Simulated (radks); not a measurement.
All-electron atom: As+ in [Ar] 3d10 4s2 4p2 (the NIST ground configuration). Method: scalar-relativistic Kohn-Sham, BLYP, spin-unpolarised, spherical densities, point nucleus; computed with a radial shooting solver on a logarithmic mesh with Libxc functionals. Some entries of the table are withheld. Estimate them.

| orbital | occ. | eigenvalue (eV) | <r> (bohr) |
|---|---|---|---|
| 1s | 2 | (1) | 0.04550 |
| 2s | 2 | -1496.777 | (2) |
| 2p | 6 | -1313.937 | 0.1772 |
| 3s | 2 | -199.7158 | 0.5984 |
| 3p | 6 | -143.1953 | 0.6173 |
| 3d | 10 | -50.2621 | 0.6777 |
| 4s | 2 | -23.2864 | 1.871 |
| 4p | 2 | -13.2410 | 2.320 |

Answer. 
(1) 1s eigenvalue (eV): -11732.32
(2) 2s <r> (bohr): 0.2028
